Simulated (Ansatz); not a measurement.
Job for Ansatz (a quantum-chemistry and plane-wave program): R-wB97X-V/def2-TZVPP on C6H14 (SMILES CC(C)C(C)C).

Ansatz 0.2 input:
```yaml
crystal:
  periodic: [false, false, false]
  atoms:
    - {symbol: C, position_ang: [-1.03735077, -0.42460159, -1.33875183]}
    - {symbol: C, position_ang: [-0.80302030, 0.35438822, -0.04237253]}
    - {symbol: C, position_ang: [-1.72283085, -0.16368193, 1.06480523]}
    - {symbol: C, position_ang: [0.67702850, 0.38700621, 0.40507633]}
    - {symbol: C, position_ang: [1.27942228, -0.99985461, 0.64188012]}
    - {symbol: C, position_ang: [1.54862676, 1.18877659, -0.56330903]}
    - {symbol: H, position_ang: [-2.07898305, -0.33433444, -1.65325856]}
    - {symbol: H, position_ang: [-0.82835043, -1.48826405, -1.20643814]}
    - {symbol: H, position_ang: [-0.41447683, -0.05909042, -2.15611188]}
    - {symbol: H, position_ang: [-1.08205113, 1.39751055, -0.23262698]}
    - {symbol: H, position_ang: [-1.54564576, -1.22155930, 1.27044429]}
    - {symbol: H, position_ang: [-1.57315864, 0.38799118, 1.99565132]}
    - {symbol: H, position_ang: [-2.77138885, -0.05951614, 0.77839381]}
    - {symbol: H, position_ang: [0.68874007, 0.91690419, 1.36488354]}
    - {symbol: H, position_ang: [1.34769655, -1.56752114, -0.28852759]}
    - {symbol: H, position_ang: [0.69409853, -1.58649446, 1.35103222]}
    - {symbol: H, position_ang: [2.29064041, -0.91125743, 1.04393480]}
    - {symbol: H, position_ang: [1.13589526, 2.18515635, -0.73679974]}
    - {symbol: H, position_ang: [2.55907304, 1.30890118, -0.16717239]}
    - {symbol: H, position_ang: [1.63603516, 0.68954104, -1.53073302]}
basis:
  gaussian:
    orbitals: def2-TZVPP
hamiltonian:
  xc: {name: wB97X-V}
scf: {lower_state_search: off}
```

The log:

```
WARN ansatz: RAYON_NUM_THREADS=4 ignored (pool sized by the plan → 4); use --threads N
Functional definition: wB97X-V
these checks for a lower state are left out or cut short: stability, starts, cluster_reference, orbital_swaps, neighbouring_geometries, increment
integrals: 0.60 GiB planned
1906 factors; their error is unknown
integrals: 0.63 GiB planned
528 factors; integrals over basis functions are off by at most 7.5e-6 eV
mean field: 5.11 GiB planned
mean field evaluation 1: about -6444.5839 eV, gradient 5.6e1 eV
mean field evaluation 2: about -6448.0721 eV, gradient 4.1e1 eV
mean field evaluation 4: about -6451.9252 eV, gradient 1.8e0 eV
mean field evaluation 8: about -6451.9438 eV, gradient 6.3e-2 eV
mean field evaluation 16: about -6451.8990 eV, gradient 1.8e-5 eV
mean field -6451.89898168 eV, -237.1029143226 hartree, gradient 5.2e-6 eV, S^2 0.000000; 0 other end points of the search recorded, 0 dependent functions left out
reference -6451.89897930 eV, -237.1029142353 hartree; 25, 25 occupied and 357, 357 virtual orbitals, 1906 factors
Total energy: -6451.89897930 eV, -237.1029142353 hartree
Checks for a lower state left out: stability, starts, cluster_reference, orbital_swaps, neighbouring_geometries, increment
```

The calculation finished and met its thresholds.

Cost: very roughly 40 core-seconds.
